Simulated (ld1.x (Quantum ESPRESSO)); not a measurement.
# Before and after: ultrasoft potential for antimony (Sb)

- Element: Sb
- Generator: ld1.x (Quantum ESPRESSO) 7.5
- Type: ultrasoft
- Functional: PBE
- Relativity: scalar-relativistic
- Frozen core: [Ar] 3d10
- Valence charge: 23
- Reference configuration: 4s2 4p6 4d10 5s2 5p0 (charge +3)
- Partial waves: 4s (bound): rcut 1.00, rcutus 1.05 bohr; 5s (bound): rcut 1.00, rcutus 1.05 bohr; 4p (bound): rcut 1.20, rcutus 1.65 bohr; 5p (bound, empty): rcut 1.20, rcutus 1.65 bohr; 4d (bound): rcut 1.20, rcutus 1.30 bohr; 4d channel at -2.1 Ry: rcut 1.20, rcutus 1.30 bohr
- Local potential: all-electron potential smoothed inside 1.50 bohr (lloc = -1)
- Core correction: Bessel-smoothed model core, default radius (core density twice the valence density)
- Augmentation charge: PSQ, inside the norm-conserving radii

Change: local potential all-electron potential smoothed inside 1.05 bohr (lloc = -2).

Cutoffs: the cutoffs (Ry, on a coarse ladder) from which the occupation-weighted sum of valence levels, in a spherical-Bessel basis at the reference potential, stays within 10 and 1 mRy of its value at 400 Ry; they do not see the model core or the augmentation charge, which bear on the density cutoff. Errors are all-electron minus pseudo energies relative to the spin-unpolarised reference configuration.

Problem. What does the change do?

Solution. The potential gets neither clearly harder nor softer (90 Ry and 160 Ry → 90 Ry and 160 Ry); of the 7 tests that both files solve, the error grows in 3 and shrinks in 3 by more than 15 % and 0.3 meV (median size 8.6 → 9.3 meV); the range in which the p phases agree widens (upper end -1.0 → at the end of the scan); neither file shows a bound ghost.

| quantity | base | changed |
| --- | --- | --- |
| cutoff, loose | 90 Ry | 90 Ry |
| cutoff, tight | 160 Ry | 160 Ry |
| bound ghosts | none | none |
| error for 4s2 4p6 4d10 5s2 5p3, meV [ΔE -48.70 eV] | +14 | -2.7 |
| error for 4s2 4p6 4d10 5s2 5p2, meV [ΔE -40.38 eV] | +7.6 | -0.8 |
| error for 4s2 4p6 4d10 5s2 5p1, meV [ΔE -24.41 eV] | +3.4 | +1.6 |
| error for 4s2 4p6 4d10 5s0 5p5, meV [ΔE -32.27 eV] | -29 | -48 |
| error for 4s2 4p6 4d9 5s2 5p4, meV [ΔE -17.58 eV] | +8.6 | +9.3 |
| error for 4s2 4p6 4d10 5s1 5p3, meV [ΔE -31.65 eV] | -8.7 | -18 |
| error for 4s2 4p6 4d10 5s1 5p4, meV [ΔE -40.59 eV] | -2.3 | -21 |
| s: phases at 1.80 bohr within 0.05 rad from the reference energy up to (Ry; the scan ends near 5) | to the end of the scan | to the end of the scan |
| p: phases at 1.80 bohr within 0.05 rad from the reference energy up to (Ry; the scan ends near 5) | -1.0 | to the end of the scan |
| d: phases at 1.80 bohr within 0.05 rad from the reference energy up to (Ry; the scan ends near 5) | to the end of the scan | to the end of the scan |
| lowest overlap eigenvalue by channel | s 0.33, p 0.71, d 0.94 | s 0.32, p 0.69, d 0.93 |
